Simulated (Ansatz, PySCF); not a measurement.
Process, species as SMILES: CCCCCSC → CCCCC[S] + [CH3] (CH3) (the C-S bond at the site shown breaks; other sites are not compared here)
Geometries: B3LYP-D3(BJ)/def2-TZVP minima from Ansatz (a quantum-chemistry and plane-wave program), one conformer each, not searched for the lowest.

Wanted: bond dissociation energy (enthalpy at 298 K, with B3LYP-D3(BJ) rigid-rotor harmonic-oscillator terms from PySCF), in eV. Cores are frozen in the correlated levels unless marked. Open shells are spin-unrestricted. Spin-orbit coupling is left out. Non-relativistic unless marked X2C. CBS(X,Y): correlation extrapolated as X^-3; Hartree-Fock from the larger set. [CCSD(T)-MP2]/basis is that difference in the basis named.

| level | program | bond dissociation energy (eV) |
|---|---|---|
| HF/STO-3G | Ansatz | 2.64 |
| HF/cc-pV(Q+d)Z | Ansatz | 1.73 |

Question: Predict the RI-MP2/CBS(cc-pV(T+d)Z,cc-pV(Q+d)Z)+[CCSD(T)-MP2]/cc-pV(T+d)Z result (Ansatz).

Answer: 3.20 eV, so HF/cc-pV(Q+d)Z differs from it by -1.47 eV.
